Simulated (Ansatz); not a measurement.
Mo5Se9. Total charge 0; singlet. Geometry PBE-D4/def2-SVP, basis def2-TZVP, Ansatz.

```xyz
14

Mo   -1.7890    0.2094   -0.1241
Mo   -0.0271    1.9601   -1.1424
Mo    0.6509    0.5589    0.9416
Mo    0.2356   -0.6002   -1.6158
Mo    1.7945   -1.6505    0.8241
Se   -1.9653   -1.5420   -1.8542
Se    0.7311    1.0763   -3.3024
Se   -2.4028    2.4090   -1.0145
Se    3.0486    0.1222    1.8086
Se    0.4050   -2.8250    2.1677
Se    1.2947    2.9491    0.6354
Se   -2.6051   -1.1695    1.7776
Se    2.0113   -2.3114   -1.4943
Se   -1.3824    0.8136    2.3928
```

| run | HOMO (eV) | LUMO (eV) |
| --- | --- | --- |
| A | -6.47 | -4.25 |
| B | -5.78 | -4.84 |
| C | -5.55 | -4.77 |
| D | -5.48 | -4.68 |

In the def2 sets Mo takes a core potential; there is no spin–orbit coupling. Single mean-field runs in def2-TZVP are fitted with def2-universal-jkfit. No other spin state of charge 0 was run. Another isomer (singlet) lies 0.03 eV lower at PBE0-D4/def2-TZVP; other spin states weren't run for this one.

The runs used PBE, PBE0, r2SCAN, revPBE. Estimate which is which.

A PBE0 (25 % exact exchange); B r2SCAN (0 % exact exchange); C PBE (0 % exact exchange); D revPBE (0 % exact exchange). Exact exchange lowers occupied and raises empty levels; among semilocal functionals meta-GGAs tend to open the gap a little, and such runs are hard to tell apart. The gap grows from 0.78 eV (PBE) to 2.23 eV (PBE0). The restricted singlet is unstable towards broken spin symmetry in Hartree–Fock (as tested in another run); at PBE0-D4/def2-TZVP, r2SCAN-D4/def2-TZVP, PBE-D4/def2-TZVP, revPBE-D4/def2-TZVP this wasn't settled.
